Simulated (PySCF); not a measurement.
`Clc1ccc[se]1`, C₄H₃ClSe

Geometry:
| atom | x (Å) | y (Å) | z (Å) |
| --- | --- | --- | --- |
| Cl1 | 2.962 | 0.412 | 0.299 |
| C2 | 1.263 | 0.335 | 0.129 |
| C3 | 0.522 | -0.798 | 0.030 |
| C4 | -0.869 | -0.561 | -0.101 |
| C5 | -1.232 | 0.745 | -0.107 |
| Se6 | 0.222 | 1.890 | 0.062 |
| H7 | 0.953 | -1.784 | 0.050 |
| H8 | -1.578 | -1.366 | -0.190 |
| H9 | -2.231 | 1.132 | -0.197 |

Level of theory: PySCF 2.14.0, quadratic response wB97X-D/aug-cc-pVDZ first hyperpolarisability, Taylor convention, gas phase. Geometry: GFN2-xTB.

The calculation is non-relativistic, which matters for the atoms heavier than Zn.

**Question.** Give the tensor of the second harmonic β(−2ω;ω,ω) at 1064 nm in the axes of these coordinates.

**Answer.** In au, Taylor convention; rows are the first index (the induced dipole):
```
       xx     yy     zz     xy     xz     yz
x  +173.3  +18.6  +50.3  -15.3   +6.9   +2.9
y    -5.8  -37.0  -53.1  +15.0   +3.9   +3.0
z    +7.1   +3.3  +11.2   +2.8  +50.3  -51.2
```
Norm of βᵢ = ⅓ Σⱼ (βᵢⱼⱼ + βⱼᵢⱼ + βⱼⱼᵢ): 261.1 au, hyper-Rayleigh value 99.2 au.
